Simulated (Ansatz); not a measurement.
`[CH3][Nb](=[NH])([NH2])[F]` + HCl → `[CH3][Nb](=[NH])([F])[Cl]` + NH₃ at 400 K and 1 bar (ligand exchange at the Nb–N bond).

Computed with Ansatz on PBE0-D4/def2-TZVP structures; ΔE is electronic, products minus reactants. CBS: MP2 limit from def2 TZ/QZ plus the TZ coupled-cluster correction, frozen cores. This one scheme is used for every species. def2 core potentials past Kr. For Nb outer-core shells are correlated without core-valence functions, which leaves a few kJ/mol of doubt a bond. Each species was taken in one conformer, which may not be the lowest.

```json
{"species": "`[CH3][Nb](=[NH])([NH2])[F]`", "CCSD(T)/CBS energy (Eh)": "-307.89909", "H − E (kJ/mol)": "238.9", "S (J/(mol·K))": "409.5"}
{"species": "HCl", "CCSD(T)/CBS energy (Eh)": "-460.38127", "H − E (kJ/mol)": "29.6", "S (J/(mol·K))": "195.4"}
{"species": "`[CH3][Nb](=[NH])([F])[Cl]`", "CCSD(T)/CBS energy (Eh)": "-711.80026", "H − E (kJ/mol)": "172.9", "S (J/(mol·K))": "407.3"}
{"species": "NH₃", "CCSD(T)/CBS energy (Eh)": "-56.50880", "H − E (kJ/mol)": "104.2", "S (J/(mol·K))": "203.1"}
```

H − E and S are ideal-gas, rigid-rotor, harmonic terms from PBE0-D4/def2-TZVP, for one conformer and one mirror image of each species. 1 Eh = 2625.50 kJ/mol, R = 8.31446 J/(mol·K).

Task: By hand: ΔE, ΔH, ΔS and ΔG.

Result: ΔE = (-711.80026) + (-56.50880) − (-307.89909) − (-460.38127) = -0.02870 Eh = -75.4 kJ/mol. Δ(H − E) = 172.9 + 104.2 − 238.9 − 29.6 = 8.6, so ΔH = -66.8 kJ/mol. ΔS = 407.3 + 203.1 − 409.5 − 195.4 = 5.5 J/(mol·K). ΔG = -66.8 − 400 × (5.5)/1000 = -69.0 kJ/mol.

Task: By hand: the equilibrium constant, and the temperature at which ΔG would vanish if ΔH and ΔS stayed fixed.

Result: log₁₀ K = −ΔG/(RT ln 10) = 9.0. ΔH and −TΔS have one sign here, so there is no such temperature.

The number of gas molecules stays the same, so ΔS is small and ΔH decides. A doubt of 5 kJ/mol in ΔE shifts log₁₀ K by 0.7 here. Other conformers and mirror images would add mixing entropy, several J/(mol·K) or more a flexible species. These are equilibria of isolated gas molecules and say nothing of rates. Largest T1 diagnostic: 0.020 (customary marks: 0.02 for closed shells, 0.045 for open ones).

ΔS is within the doubt of such terms, so its sign, and with it that verdict, could turn.
